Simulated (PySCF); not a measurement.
Species: C6H7PS.
Atom-mapped SMILES: `[CH3:1][S:2][c:3]1[cH:4][cH:5][cH:6][p:7][cH:8]1` (hydrogens: H9, H10, H11 on C1; H12 on C4; H13 on C5; H14 on C6; H15 on C8)

Cartesian coordinates in Å at the GFN2-xTB level; atoms count from 1:
```
atom  x, y, z in Å
C1    -2.886   -0.339    0.160
S2    -1.697    0.351   -1.024
C3    -0.114    0.126   -0.257
C4     0.949    0.677   -0.973
C5     2.257    0.611   -0.538
C6     2.643    0.000    0.640
P7     1.567   -0.781    1.746
C8     0.050   -0.538    0.940
H9    -2.741   -1.411    0.257
H10   -3.865   -0.138   -0.265
H11   -2.790    0.164    1.118
H12    0.722    1.176   -1.904
H13    3.019    1.066   -1.158
H14    3.693    0.001    0.903
H15   -0.810   -0.955    1.446
```

Computed with TDDFT CAM-B3LYP/def2-SVPD, vertical, gas phase, core orbitals frozen in the response (PySCF 2.14.0, density-fitted response routines).

Frontier orbitals with the atoms that hold most of them (Löwdin shares over 4%, at most four atoms; ? is withheld):

```tsv
orbital	ε (eV)	atoms
HOMO-3	-9.83	C6 21%, S2 19%, C5 18%, C3 15%
HOMO-2	-9.08	P7 61%, C8 12%, C6 11%, S2 6%
HOMO-1	-8.54	?
HOMO	?	S2 42%, C6 13%, C3 10%, C4 10%
LUMO	-0.49	?
LUMO+1	0.26	C3 19%, C5 18%, C8 16%, C6 16%
LUMO+2	1.07	S2 43%, C1 16%, H9 8%, H11 8%
```

Task: Give the leading atoms of the LUMO.

Result: P7 (bonded to 2 C) 35%; C4 (bonded to 2 C and H) 16%; C6 (bonded to C, P and H) 15%; C8 (bonded to C, P and H) 14%. By element: carbon 45% or more, phosphorus 35%.

Task: Give the leading atoms of the HOMO-1.

Result: C8 (bonded to C, P and H) 27%; P7 (bonded to 2 C) 24%; C4 (bonded to 2 C and H) 12%; C5 (bonded to 2 C and H) 11%. By element: carbon 50% or more, phosphorus 24%.

Task: What is the HOMO energy, and the HOMO–LUMO gap?

Result: ε(HOMO) = -7.49 eV; the gap is 7.00 eV (0.2574 hartree).

Task: The HOMO–LUMO gap is 7.00 eV. Where does the response calculation put the lowest singlet, and from which orbitals?

Result: S1 is at 4.28 eV (f = 0.019), 2.72 eV below the gap, made of HOMO→LUMO (81%). Without the coupling terms of the response equations the lowest excitation would equal the gap.

Task: Give energy, strength and leading configuration of S1, S3 and S7, and follow the Löwdin shares of the leading atoms from the occupied to the empty orbital.

Result: 
- S1 (4.28 eV, f 0.019), HOMO→LUMO (81%): S2 42% → at most 15%, C6 13% → 15%, P7 at most 10% → 35%, C4 10% → 16%
- S3 (5.09 eV, f 0.018), HOMO-2→LUMO (97%): P7 61% → 35%, C8 12% → 14%, C4 at most 6% → 16%
- S7 (5.87 eV, f 0.0050), HOMO-2→LUMO+1 (94%): P7 61% → at most 16%, C8 12% → 16%, C3 at most 6% → 19%, C5 at most 6% → 18%

Löwdin shares depend on the basis, the more so with diffuse functions.

One conformer stands for the species.
